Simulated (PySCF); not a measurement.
## Two-photon absorption: SMILES S(C)C1=CC=CC12C=CC=C2, C10H10S

Geometry:
```
atom   x (Å)   y (Å)   z (Å)
  C1   3.148  -0.208   1.326
  S2   1.517   0.552   1.312
  C3   0.730  -0.385   0.082
  C4   1.171  -1.416  -0.682
  C5   0.088  -1.844  -1.567
  C6  -1.007  -1.090  -1.354
  C7  -0.716  -0.068  -0.275
  C8  -1.668  -0.163   0.896
  C9  -2.318   1.008   1.039
 C10  -1.855   1.951   0.014
 C11  -0.923   1.353  -0.751
 H12   3.736   0.323   2.086
 H13   3.086  -1.272   1.597
 H14   3.643  -0.102   0.349
 H15   2.163  -1.864  -0.654
 H16   0.172  -2.659  -2.289
 H17  -1.976  -1.154  -1.849
 H18  -1.773  -1.066   1.496
 H19  -3.071   1.232   1.797
 H20  -2.215   2.975  -0.098
 H21  -0.375   1.774  -1.593
```

Method used: TDDFT CAM-B3LYP/def2-SVPD excited states, vertical, gas phase (PySCF). Geometry: PBE0-D3(BJ)/def2-SVP.

**Question.** Give the one- and two-photon strengths of the lowest singlets.

**Answer.** δ for parallel linear polarisation; σ at the peak of a Lorentzian of half width 0.1 eV, single beam; Ω is circular over linear.
```csv
state,E (eV),f,photon λ (nm),δ (au),σ (GM),Ω,main
S1,4.22,0.006,588,0.77,0.01,1.38,HOMO→LUMO 0.95
S2,4.25,0.126,584,67.5,0.45,0.87,HOMO→LUMO+1 0.97
S3,4.94,0.028,502,0.35,0.00,1.48,HOMO−1→LUMO 0.90
S4,5.15,0.062,481,215,2.09,0.49,HOMO−1→LUMO+1 0.97
S5,5.17,0.000,479,32.5,0.32,1.49,HOMO→LUMO+2 0.77
S6,5.73,0.005,433,7.99,0.10,1.50,"HOMO→LUMO+3 0.43, HOMO→LUMO+4 0.31"
```

Among these, the strongest one-photon state is S2, the strongest two-photon state S4, with a dipole change of 5.2 D (relaxed, norm of the difference vector).
